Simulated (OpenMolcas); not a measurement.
Cr3+: ligand-field states by method

Cr3+ with 4 ligands (fluoride) in tetrahedral coordination (Td) at 1.79 Å. A charge of +0.25 e stands 3.2 Å behind each ligand. Ligand basis ANO-RCC-VDZP.
```
Cr    0.0000    0.0000    0.0000
F     1.0335    1.0335    1.0335
F     1.0335   -1.0335   -1.0335
F    -1.0335    1.0335   -1.0335
F    -1.0335   -1.0335    1.0335
```

```json
{"Program": "OpenMolcas 26.06", "Basis": "ANO-RCC-VDZP [5s4p2d1f]", "Scalar Hamiltonian": "DKH2, point nucleus", "Active space": "3 electrons in 5 orbitals (3d)", "State averaging": "2S+1 = 4 even, 10 roots; 2S+1 = 2 even, 40 roots", "Spin-orbit coupling": "RASSI with atomic mean-field integrals over the reference wave functions"}
```

I. CASSCF
II. SS-CASPT2, IPEA 0.25 Eh, imaginary shift 0.1 Eh (closed shells correlated: 3s 3p and the ligand valence shells)

Spin-free states (labels of Td) in cm-1, each column counted from its own energy of the first state listed:

```csv
State,Degeneracy,I,II
4T1,3,0,0
4T2,3,7048,6940
2E,2,11013,7850
4A2,1,15064,17060
2T1,3,16982,13010
2T2,3,17681,12820
4T1,3,21203,17770
2A1,1,22026,17680
2T1,3,22303,16700
2T2,3,25722,21200
2T1,3,26815,22850
2E,2,27803,22950
2T2,3,31607,25930
2T1,3,32038,28760
2E,2,33418,29630
2T2,3,40352,32200
2A2,1,41593,34060
2T1,3,41961,35010
2E,2,62035,50840
2T2,3,62683,51960
```

From I to II, I's first state of the same spin (4T2) moves from 7048 to 6940 cm-1, by about -110 cm-1.

From I to II, I's first state of another spin (2E) moves from 11013 to 7850 cm-1, by about -3200 cm-1.

I: A least-squares ligand-field fit to the states below 45000 cm-1, each weighted by its degeneracy and with a free common offset, gives 10Dq = -7948 cm-1 (negative for this site), B = 990 cm-1 and C = 3891 cm-1 (C/B = 3.93), with an rms deviation of 299 cm-1. The same method and metal basis give the free ion B = 1151 cm-1 (fit to its terms below 60000 cm-1, rms deviation 60 cm-1), so the nephelauxetic ratio is β = 990 / 1151 = 0.86; it hangs on how both fits weigh the states, and computed free-ion B values tend to be too large, so β mixes covalency with correlation.

χT at 300 K: I 1.45, II 1.44 cm3 K/mol.

Roots that are degenerate in the reference are averaged as groups; the widest CASPT2 spread within a group is 600 cm-1 (the 3-fold group of multiplicity 2 near 22900 cm-1 above the lowest state of its run, II). Shifts and gaps below about the spread of the groups concerned are not significant. An orbital triplet at a regular site is open to Jahn-Teller coupling, which can distort the site and quench the lowest spin-orbit gaps and is left out. Ligand-to-metal charge-transfer states are missing. With no ligand orbital active B as a rule stays too high, so bands that hang on it stand too high and its fall with covalency is understated. Without dynamic correlation the repulsion within the d shell is too large (B by tens of per cent), so at a given field states of lower spin stand too high (holds for I). With metal d orbitals alone and no dynamic correlation the field as a rule comes out too small, by tens of per cent, by up to half for chloride and softer ligands (holds for I). These CASPT2 states fit no ligand-field parameters well, so their order and spin gaps are uncertain (holds for II). With one d shell and no ligand orbital active, 10Dq can be off by a tenth or more (holds for II). No measured value stands beside these numbers; the geometry was imposed, not optimised, and the real ion may take another.
